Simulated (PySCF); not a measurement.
## A small calculation by hand: oscillator strength and radiative lifetime

Al(F)(Me)(SH) (CH4AlFS), SMILES [Al]([F])([CH3])[SH].

Geometry optimised at B3LYP-D3(BJ)/def2-SVP. Other conformers were not sampled.

PySCF with TDDFT-CAM-B3LYP/def2-SVPD puts the first singlet state with f over 0.02 at 6.09 eV (vertical), with the transition dipole (0.000, 0.000, -0.697) in atomic units.

Task: Find the oscillator strength, the wavelength and the radiative lifetime that this transition would have in vacuum if emission retraced absorption.

Result: 
|μ|² = 0.4858 au, so |μ| = 1.77 D. ΔE = 6.09/27.211 = 0.2238 hartree. f = (2/3) ΔE |μ|² = 0.072 (the program prints 0.072).
λ = 1239.84/6.09 = 204 nm; ν = 49119 cm⁻¹.
Einstein's coefficient A = 0.6670 ν² f s⁻¹ (ν in cm⁻¹) = 1.2e8 s⁻¹, so τ = 1/A = 8.6 ns. This state is S1. The figure is the radiative limit of this one transition; relaxation, internal conversion, crossing to triplets and a medium change what is measured.
